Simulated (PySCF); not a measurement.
C₅H₇NO₂Si.
Cartesian coordinates in Å at the GFN2-xTB level; atoms count from 1:
```xyz
16
C5H7NO2Si angstrom
N     -3.4858    1.3827    0.0366
C     -2.3487    1.3212   -0.0747
C     -0.9237    1.2160   -0.2066
C     -0.2857    0.6628    1.0933
Si     0.0308   -1.0264    0.2482
C      1.8617   -1.5861    0.1967
O      2.2617   -2.6956    0.4326
O      2.6770   -0.5813   -0.1365
C     -0.5409    0.0894   -1.2000
H     -0.5345    2.1957   -0.4957
H     -0.9664    0.6752    1.9414
H      0.6028    1.2258    1.3720
H     -0.8185   -2.1537    0.6208
H      3.6062   -0.8698   -0.1594
H     -1.3828   -0.2594   -1.7937
H      0.2392    0.4124   -1.8863
```

Definitions: NICS(0) = −σiso at the ring centroid; NICS(1) = −σiso and NICS(1)zz = −σzz at ±1 Å along the ring normal z. Level: GIAO PBE0/pcSseg-1 (PySCF, non-relativistic, gas phase) on the GFN2-xTB geometry, one conformer.

Ring bond lengths (Å), with Mayer bond orders in brackets: C3–C4 1.550 (0.95), C4–Si5 1.915 (0.92), Si5–C9 1.915 (0.93), C9–C3 1.550 (0.95).

**Question.** What do the NICS probes read (ppm)?

**Answer.** 
```json
{"ring": "C3–C4–Si5–C9", "type": "4-membered ring with Si; formal bonds all single", "NICS(0)": "1.9", "NICS(1), two faces": "-0.2 / -0.2", "NICS(1)zz, two faces": "5.0 / 5.5", "rms pucker (Å)": "0.07", "centre to ring atoms, mean (Å)": "1.22"}
```

**Question.** What can be read from them?

**Answer.** 
- C3–C4–Si5–C9: mean NICS(1)zz 5.2 ppm, deshielded. C3, C4, Si5, C9 have four or more neighbours, so the value isn't read as a sign of a π ring current.

**Question.** How shielded are the nuclei of the rings and their hydrogens (means over atoms taken as equivalent)?

**Answer.** 
| atoms | environment | σ isotropic (ppm) |
| --- | --- | --- |
| C3 | sp3 carbon next to a nitrile | 166.3 |
| C4 (×2) | sp3 carbon bound to silicon | 166.8 |
| Si5 | SiH silicon | 368.5 |
| H10 | methine hydrogen | 28.48 |
| H11 (×2) | methylene hydrogen | 29.90 |
| H12 (×2) | methylene hydrogen | 29.42 |
| H13 | Si–H hydrogen | 26.44 |
